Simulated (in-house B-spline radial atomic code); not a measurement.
## Ionising the indium ion In³⁺ with different functionals

Computed with a radial B-spline atomic code at the basis-set limit: scalar-relativistic (spin-free X2C) Hamiltonian, Fermi nucleus of rms radius 4.6156 fm, spin-polarised at highest spin, spherical fractional occupations for the functionals, the average over the highest-spin determinants for Hartree-Fock. The ionisation energy is the difference of two self-consistent energies, [Kr] 4d10 → [Kr] 4d9, without Breit or QED terms; ε is the level of the shell that loses the electron (its least bound occupied spin orbital). There is no spin-orbit coupling in this Hamiltonian.

Hybrids are left out here: with spherical fractional occupations of an open shell their exact exchange keeps a self-interaction that integer-occupation calculations don't have.

```csv
method,rung,ΔSCF (eV),-ε(4d) (eV)
Hartree-Fock,Hartree-Fock,54.69,56.57
LDA VWN5,LDA,56.42,48.13
LDA PW92,LDA,56.41,48.12
LDA exchange-only,LDA,54.62,46.39
PBE,GGA,56.17,47.87
PBEsol,GGA,?,?
BLYP,GGA,?,?
RPBE,GGA,56.09,47.80
PW91,GGA,56.26,47.96
BP86,GGA,56.24,47.95
AM05,GGA,56.15,47.85
OLYP,GGA,56.38,48.06
TPSS,meta-GGA,56.11,47.83
SCAN,meta-GGA,56.50,48.27
r2SCAN,meta-GGA,56.55,48.32
revTPSS,meta-GGA,56.05,47.77
```

(1) What does PBEsol give?

(2) What does BLYP give?

(3) How do they compare with the NIST value?

## Answers

(1) ΔSCF 56.15 eV, and -ε(4d) = 47.86 eV.

(2) ΔSCF 56.02 eV, and -ε(4d) = 47.74 eV.

(3) NIST lists 55.45 eV ± 0.04 (measured, ground level to ground level). Errors run from -0.83 to +1.10 eV. The correlated functionals all miss on the same side by more than they spread, so the cause is common to them (spin-orbit coupling, Breit-QED terms, multiplet and fine-structure energies, or a listed next ion that isn't the cheapest removal here) and closeness doesn't rank the functionals. Hartree-Fock also lacks correlation.
